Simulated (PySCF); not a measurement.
C4H4OSe, SMILES C=C1C[Se]C1=O. Geometry optimised at PBE0-D3(BJ)/def2-SVP. This is a generated structure with no PubChem entry under its InChIKey; it may be hypothetical.

Level of theory: PBE0-D3(BJ)/def2-SVP (PySCF 2.14.0).

Harmonic wavenumbers (cm⁻¹): 81, 267, 327, 336, 437, 596, 636, 711, 757, 873, 884, 947, 966, 1077, 1163, 1264, 1396, 1440, 1746, 1926, 3104, 3170, 3176, 3280. Rotational constants (GHz): 4.343, 1.992, 1.378; symmetry number 1.

Work out the zero-point energy and the ideal-gas rigid-rotor harmonic-oscillator thermochemistry at 298.15 K and 1 atm.

ZPE = ½ Σ hcν = ½ × 30562 cm⁻¹ = 182.80 kJ/mol. H − E(el) = 200.74 kJ/mol. Entropy in J/(mol K): translation 170.99, rotation 115.86, vibration 45.72, total 332.57. G − E(el) = 101.59 kJ/mol. Cp = 94.75 J/(mol K). Modes under 150 cm⁻¹ make the vibrational entropy uncertain.
